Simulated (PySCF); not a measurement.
Species: C₅H₇F₃S.
Atom-mapped SMILES: `[CH3:1][S:2]/[CH:3]=[C:4](/[CH2:5][F:6])[CH:7]([F:8])[F:9]` (hydrogens: H10, H11, H12 on C1; H13 on C3; H14, H15 on C5; H16 on C7)

The same species was optimised twice, with GFN2-xTB and with PBE0-D3(BJ)/def2-SVP (PySCF), and the same property calculations (PySCF, gas phase) were run on both structures.

| coordinate | GFN2-xTB | PBE0-D3(BJ)/def2-SVP | change |
| --- | --- | --- | --- |
| C1–S2 (Å) | 1.819 | 1.806 | -0.013 |
| C3=C4 (Å) | 1.333 | 1.341 | +0.008 |
| C4–C7 (Å) | 1.498 | 1.493 | -0.005 |
| S2–C3 (Å) | 1.741 | 1.746 | +0.005 |
| C4–C5 (Å) | 1.504 | 1.500 | -0.004 |
| C7–F9 (Å) | 1.360 | 1.357 | -0.003 |
| C7–F8 (Å) | 1.360 | 1.359 | -0.001 |
| C5–F6 (Å) | 1.368 | 1.368 | 0.000 |
| C3–C4–C5 (°) | 122.9 | 121.3 | -1.6 |
| C5–C4–C7 (°) | 114.2 | 115.6 | +1.4 |
| C4–C7–F8 (°) | 111.1 | 109.8 | -1.3 |
| F8–C7–F9 (°) | 105.3 | 106.5 | +1.2 |
| C1–S2–C3 (°) | 99.1 | 100.0 | +0.9 |
| C4–C7–F9 (°) | 111.1 | 110.7 | -0.4 |
| C4–C5–F6 (°) | 111.7 | 111.5 | -0.2 |
| C3–C4–C7 (°) | 123.0 | 123.1 | +0.1 |
| C1–S2–C3–C4 (°) | 180 | 157 | -23 |
| C3–C4–C5–F6 (°) | 0 | 2 | +2 |
| C3–C4–C7–F8 (°) | -122 | -134 | -12 |

Rotational constants: A = 1623, B = 852.2, C = 624.7 MHz (GFN2-xTB) against A = 1609, B = 861.4, C = 633.1 MHz (PBE0-D3(BJ)/def2-SVP). Point groups within 0.08 Å: Cs and C1. Atoms that the bonding makes alike are paired by their places after alignment.

On the GFN2-xTB structure: lowest singlet, TDDFT (eV) 5.21 [PBE0/def2-SVPD]; isotropic polarisability (au) 87.7 [PBE0/def2-SVPD]; HOMO (eV) -6.61 [PBE0/def2-SVPD]; LUMO (eV) -0.68 [PBE0/def2-SVPD]; dipole (D) 2.92 [PBE0/def2-SVPD].

Question: What do these properties become on the PBE0-D3(BJ)/def2-SVP structure?

Answer: 
```csv
property,level,on GFN2-xTB,on PBE0-D3(BJ)/def2-SVP,change
"lowest singlet, TDDFT (eV)",PBE0/def2-SVPD,5.21,5.15,-0.06
isotropic polarisability (au),PBE0/def2-SVPD,87.7,88.3,+0.6
HOMO (eV),PBE0/def2-SVPD,-6.61,-6.67,-0.06
LUMO (eV),PBE0/def2-SVPD,-0.68,-0.73,-0.05
dipole (D),PBE0/def2-SVPD,2.92,2.72,-0.20
"energy, GFN2-xTB geometry as zero (kcal/mol)",PBE0/def2-SVPD,0.0,-0.8,-0.8
```

The heavy atoms differ by 0.176 Å rms after alignment (one structure mirrored). Among bonds between heavy atoms C1–S2 changes most (-0.013 Å). Changes are differences of the printed values. Neither structure is proved a minimum here.

Shape of the structure used: `[CH3:1][S:2]/[CH:3]=[C:4](/[CH2:5][F:6])[CH:7]([F:8])[F:9]`: C1–S2–C3–C4 157°, C3–C4–C5–F6 2°, C3–C4–C7–F8 -134°.
